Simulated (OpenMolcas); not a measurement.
# Cu4+: CASPT2 settings compared

```
Program             : OpenMolcas
Basis               : ANO-R1 [5s3p2d1f]
Scalar Hamiltonian  : X2C, finite nucleus
Active space        : 7 electrons in 5 orbitals (3d)
State averaging     : 2S+1 = 4 even, 10 roots; 2S+1 = 2 even, 28 roots
Spin-orbit coupling : RASSI with atomic mean-field integrals over the reference wave functions, term energies averaged over their components
```

Methods on the same reference wave functions:
A. CASSCF
B. SS-CASPT2, IPEA 0.2 Eh, no level shift (closed shells correlated: 2s 2p 3s 3p)
C. SS-CASPT2, IPEA 0 Eh, no level shift (closed shells correlated: 3s 3p)
D. SS-CASPT2, IPEA 0.35 Eh, imaginary shift 0.25 Eh (closed shells correlated: 2s 2p 3s 3p)

Energies in cm-1 above 3d7 4F 9/2, the measured ground level; measured values from Sugar and Musgrove, J. Phys. Chem. Ref. Data 19, 527 (1990).

```json
{"Level": "3d7 4F 9/2", "A": "0.0", "B": "0.0", "C": "0.0", "D": "0.0", "Measured": "0.0"}
{"Level": "3d7 4F 7/2", "A": "1645", "B": "1652", "C": "1653", "D": "1651", "Measured": "1616"}
{"Level": "3d7 4F 5/2", "A": "2826", "B": "2830", "C": "2830", "D": "2830", "Measured": "2759"}
{"Level": "3d7 4F 3/2", "A": "3620", "B": "3610", "C": "3610", "D": "3610", "Measured": "3528"}
{"Level": "3d7 4P 5/2", "A": "24888", "B": "22010", "C": "21850", "D": "22170", "Measured": "20827"}
{"Level": "3d7 2G 9/2", "A": "24929", "B": "23030", "C": "22700", "D": "23230", "Measured": "22575"}
{"Level": "3d7 4P 3/2", "A": "25278", "B": "22410", "C": "22250", "D": "22570", "Measured": "21066"}
{"Level": "3d7 4P 1/2", "A": "26124", "B": "23260", "C": "23090", "D": "23420", "Measured": "21935"}
{"Level": "3d7 2G 7/2", "A": "26554", "B": "24650", "C": "24320", "D": "24860", "Measured": "24100"}
{"Level": "3d7 2P 3/2 [68 %]", "A": "32853", "B": "29750", "C": "29490", "D": "29950", "Measured": "27016"}
{"Level": "3d7 2H 11/2", "A": "33135", "B": "31060", "C": "30770", "D": "31230", "Measured": "30402"}
{"Level": "3d7 2P 1/2", "A": "34552", "B": "31790", "C": "31520", "D": "31970", "Measured": "28367"}
{"Level": "3d7 2H 9/2", "A": "34582", "B": "32510", "C": "32220", "D": "32680", "Measured": "31823"}
{"Level": "3d7 2D 5/2", "A": "35940", "B": "31630", "C": "31380", "D": "31870", "Measured": "30966"}
{"Level": "3d7 2D 3/2 [72 %]", "A": "38526", "B": "34560", "C": "34300", "D": "34780", "Measured": "33292"}
```

Deviations, from unrounded energies. A percentage is the sum of absolute deviations over the sum of measured energies, with the sign that they share, or ± where signs differ.

```
                        Against measurement  Levels      A     B     C     D
             mean absolute deviation (cm-1)      14   3200  1000   840  1200
      fine structure of the ground term (%)       3   +2.4  +2.3  +2.3  +2.3
other terms of the ground configuration (%)      11  +15.4  +4.9  +3.9  +5.6
```

C lies closest to measurement on these levels and A furthest from it. The largest miss of C in the table is 3d7 2P 1/2, by +3100 cm-1. The ranking rests on the paired levels alone, and a cruder setting can come out closer through cancelling errors.

Among B to D the level of the table that moves most is 3d7 2G 7/2, by 540 cm-1 (lowest in C, highest in D). Moves below CASPT2's spread within the term are not significant.

The mean deviations of B to D differ by less than CASPT2's widest spread within a term (1700 cm-1), so their order carries little weight.

From A to B the spin-free energies of the other terms of 3d7 shown, above 4F, scale by factors of 0.88 to 0.93, as is usual when dynamic correlation screens the repulsion within a d or f shell.

The lowest spin-free term lies below A's lowest term by 0.310 hartree in B, 0.302 hartree in C, 0.307 hartree in D.

CASPT2 breaks the degeneracy within a term, and the mean is taken; among the terms shown or strongly mixed into the levels shown the widest spread is 1700 cm-1 (3d7 2H, B). The basis is small and was not contracted for so high a charge. Without dynamic correlation excited terms often stand tens of per cent too high (terms of higher spin than the ground term too low), and those without a measured partner can miss by more than the paired ones (holds for A). The CASPT2 spread within a term exceeds the gap to the next term for 3d7 2P and 3d7 2H, 3d7 2H and 3d7 2D, so the order of their levels is uncertain (holds for B; C; D). Computed and measured levels are paired by configuration, term and J; levels that our copy of the source lacks, or whose pairing is in doubt (as where it misses far off the trend of its configuration), stay unpaired and out of the deviations. Only configurations of the active space appear.

A share in square brackets marks a mixed level and gives the weight of the term that names it, the lowest over the columns.
